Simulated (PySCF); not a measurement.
SMILES C#CCC=C (C5H6) (GFN2-xTB optimised geometry):

```
11

C      2.295    -1.873     2.112
C      1.912    -1.270     1.152
C      1.404    -0.548     0.000
C     -0.097    -0.548     0.000
C     -0.836     0.544     0.000
H      2.652    -2.394     2.949
H      1.785     0.476     0.018
H      1.771    -1.042    -0.907
H     -0.556    -1.528     0.011
H     -0.395     1.528    -0.003
H     -1.912     0.505    -0.001
```

Computed with B3LYP/def2-TZVP (PySCF).

Problem. What are the frontier orbital energies and the dipole moment?

Solution. HOMO-2 -7.81 eV, HOMO-1 -7.55 eV, HOMO -7.37 eV, LUMO -0.15 eV, LUMO+1 0.97 eV; dipole moment 0.59 D.

Meta-Löwdin charges at B3LYP/def2-TZVP: C1 -0.23, C2 -0.02, C3 -0.20, C4 -0.08, C5 -0.26, H6 0.17, H7 0.13, H8 0.14, H9 0.12, H10 0.11, H11 0.12.
